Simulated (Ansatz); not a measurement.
Reaction (β-hydride elimination): `C[O][SnH]([OH])[OH]` → `[OH][SnH2][OH]` + `C=O`

Calculated with Ansatz (gas phase, PBE0-D4/def2-TZVP geometries, no zero-point term in ΔE). CBS: MP2 limit from def2 TZ/QZ plus the TZ coupled-cluster correction, frozen cores. This one scheme is used for every species. DFT in def2-TZVPP. B3LYP here is the variant with VWN-RPA as its local correlation; programs differ in this. def2 core potentials past Kr. For Sn outer-core shells are correlated without core-valence functions, which leaves a few kJ/mol of doubt a bond. Each species was taken in one conformer, which may not be the lowest.

`C[O][SnH]([OH])[OH]`:

Z-matrix (Å, degrees):
```
C
O 1 1.410
H 1 1.093 2 108.0
H 1 1.098 2 112.3 3 118.8
H 1 1.097 2 112.3 3 -119.1
Sn 2 1.952 1 120.6 3 175.5
O 6 1.948 2 110.0 1 -42.0
O 6 1.958 2 107.7 1 69.1
H 6 1.690 2 108.0 1 -164.8
H 7 0.961 6 111.5 2 100.1
H 8 0.960 6 113.3 2 29.4
```

`[OH][SnH2][OH]`:

```xyz
7

O     0.641   -0.868   -1.294
Sn   -0.441    0.332   -0.180
O     0.245    0.202    1.654
H     1.572   -0.635   -1.308
H    -0.188    1.963   -0.584
H    -2.009   -0.311   -0.311
H     0.180   -0.683    2.022
```

`C=O`:

```xyz
4

C     0.003    0.003    0.002
O    -0.770   -0.816   -0.399
H     0.714   -0.212    0.825
H     0.053    1.025   -0.427
```

**Question.** Is it downhill or uphill in electronic energy at CCSD(T)/CBS, and by how much? (An estimate is asked.)

**Answer.** Ansatz gave: Uphill: ΔE = +140.5 kJ/mol.

**Question.** What do these levels give: PBE-D4, BLYP-D4, r2SCANh-D4, ωB97M-V, B2PLYP, B3LYP, r2SCAN0, HF/def2-SVP, MP2/def2-SVP, CCSD(T)/def2-SVP, MP2/def2-TZVPP, CCSD/def2-TZVPP? (Best estimate.)

**Answer.** Computed: PBE-D4 131.0, BLYP-D4 116.8, r2SCANh-D4 141.6, ωB97M-V 132.1, B2PLYP 123.7, B3LYP 113.5, r2SCAN0 141.9, HF/def2-SVP 100.4, MP2/def2-SVP 121.2, CCSD(T)/def2-SVP 109.0, MP2/def2-TZVPP 138.7, CCSD/def2-TZVPP 127.1 kJ/mol.

Largest T1 diagnostic among the species: 0.015.

From BLYP to BHLYP (50 % exact exchange), in def2-TZVPP and without D4, ΔE moves by +26.1 kJ/mol. At CCSD(T), def2-SVP lies −31.5 kJ/mol from the extrapolated value and def2-TZVPP −11.7 kJ/mol. In def2-TZVPP, CCSD(T) changes the Hartree–Fock value by +23.0 kJ/mol (the triples alone add +1.7 kJ/mol) and MP2 by +32.9 kJ/mol.
